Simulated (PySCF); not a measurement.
CH3Si, SMILES [CH]=[SiH2], multiplicity 2.

Coordinates come from a ωB97X-D3(BJ)/def2-TZVP optimisation. The isomer is the one that the SMILES or the coordinates give; other isomers of the formula were not compared.

Level of theory: TDA-LC-ωPBE/def2-TZVPD (PySCF 2.14.0).

Vertical excitations. Gas-phase values at a fixed geometry.

Computed UV-visible absorptions:
```
state    energy (eV)  λ (nm)      f                                                                                        main pairs
-------  -----------  ------  -----  ------------------------------------------------------------------------------------------------
root 1          1.75     710  0.000                                                                                  β HOMO→LUMO 96 %
root 2          2.89     429  0.007                                                              α HOMO→LUMO 37 %, β HOMO→LUMO+1 57 %
root 3          4.30     288  0.000                                                                                α HOMO−1→LUMO 95 %
root 4          5.49     226  0.018  α HOMO→LUMO+2 12 %, α HOMO→LUMO+3 6 %, β HOMO→LUMO+3 37 %, β HOMO→LUMO+4 19 %, β HOMO→LUMO+5 6 %
root 5          5.72     217  0.259                                                              α HOMO→LUMO 54 %, β HOMO→LUMO+1 34 %
root 6          6.27     198  0.026                                        β HOMO→LUMO+2 47 %, β HOMO→LUMO+4 33 %, β HOMO→LUMO+3 10 %
root 7          6.45     192  0.009                                                           α HOMO−1→LUMO+2 7 %, β HOMO−2→LUMO 80 %
root 8          6.62     187  0.022                                                           α HOMO−1→LUMO+2 66 %, β HOMO−2→LUMO 9 %
root 9          6.71     185  0.146                                        α HOMO→LUMO+2 56 %, α HOMO→LUMO+1 15 %, β HOMO→LUMO+3 14 %
root 10         6.87     180  0.050                                        β HOMO→LUMO+2 42 %, β HOMO→LUMO+4 30 %, β HOMO→LUMO+3 13 %
```
Unrestricted roots are not spin-pure.
